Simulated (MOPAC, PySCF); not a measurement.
[Zn(NH2)(SH)], neutral singlet in the gas phase. 

Cartesian coordinates (Å):
```xyz
6

Zn    -0.0257     0.1186     0.0569
N     -1.2623    -1.0300     0.7636
H     -2.0823    -0.5755     1.1826
H     -0.8963    -1.6716     1.4770
S      1.4103     1.3954    -0.9750
H      1.1667     0.8163    -2.1803
```
Charge 0, multiplicity 1.

All levels are single points at this geometry (TPSS-D3(BJ)/def2-SVP); Pople sets use spherical d functions. Orbital energies aren't observables, and empty levels follow the basis.

```json
[
 {"level": "PBE-D3(BJ)/def2-TZVP in PySCF", "HOMO (eV)": "-5.89", "LUMO (eV)": "-1.54", "gap (eV)": "4.35", "dipole (D)": "1.40", "vertical IE, Delta-SCF (eV)": "–"},
 {"level": "TPSSh-D3(BJ)/def2-TZVP in PySCF", "HOMO (eV)": "-6.46", "LUMO (eV)": "-1.04", "gap (eV)": "5.42", "dipole (D)": "1.44", "vertical IE, Delta-SCF (eV)": "–"},
 {"level": "B3LYP/3-21G in PySCF", "HOMO (eV)": "-6.44", "LUMO (eV)": "-0.91", "gap (eV)": "5.53", "dipole (D)": "2.44", "vertical IE, Delta-SCF (eV)": "–"},
 {"level": "B3LYP/6-311+G** (LANL2DZ on Zn) in PySCF", "HOMO (eV)": "-6.91", "LUMO (eV)": "-1.35", "gap (eV)": "5.56", "dipole (D)": "1.53", "vertical IE, Delta-SCF (eV)": "–"},
 {"level": "BP86/6-31G* (LANL2DZ on Zn) in PySCF", "HOMO (eV)": "-5.62", "LUMO (eV)": "-1.62", "gap (eV)": "4.01", "dipole (D)": "2.03", "vertical IE, Delta-SCF (eV)": "–"},
 {"level": "PBE/6-31G* (LANL2DZ on Zn) in PySCF", "HOMO (eV)": "-5.51", "LUMO (eV)": "-1.53", "gap (eV)": "3.98", "dipole (D)": "2.03", "vertical IE, Delta-SCF (eV)": "–"},
 {"level": "HF/6-31G* (LANL2DZ on Zn) in PySCF", "HOMO (eV)": "-9.94", "LUMO (eV)": "1.88", "gap (eV)": "11.82", "dipole (D)": "2.00", "vertical IE, Delta-SCF (eV)": "8.53"},
 {"level": "HF/STO-3G in PySCF", "HOMO (eV)": "-3.62", "LUMO (eV)": "5.99", "gap (eV)": "9.61", "dipole (D)": "1.24", "vertical IE, Delta-SCF (eV)": "–"},
 {"level": "PM7 in MOPAC", "HOMO (eV)": "-8.78", "LUMO (eV)": "-0.56", "gap (eV)": "8.22", "dipole (D)": "1.20", "vertical IE, Delta-SCF (eV)": "–"}
]
```
